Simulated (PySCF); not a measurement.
Computed shifts of a molecule C₄H₆F₂, PBE/pcSseg-1 in PySCF, GIAO, gas phase, equivalent atoms averaged, in ppm (number of nuclei): ¹³C: 140.1 (1), 134.1 (1), 124.3 (1), 24.0 (1). ¹⁹F: -148.0 (1), -172.3 (1). ¹H: 6.73 (1), 6.56 (1), 5.89 (1), 2.22 (3). References: ¹³C against TMS (σ = 182.0 ppm); ¹⁹F against CFCl3 (σ = 133.6 ppm); ¹H against TMS (σ = 31.49 ppm), references at their B3LYP-D3(BJ)/def2-TZVP geometries, non-relativistic. Geometry: B3LYP-D3(BJ)/def2-SVP. Other conformers were not sampled.

Task: Identify the compound among the candidates.
A) CC/C(F)=C/F
B) C[C@H]1[C@@H](F)[C@H]1F
C) C/C(F)=C(\C)F
D) C/C=C/C(F)F

Result: D, C/C=C/C(F)F
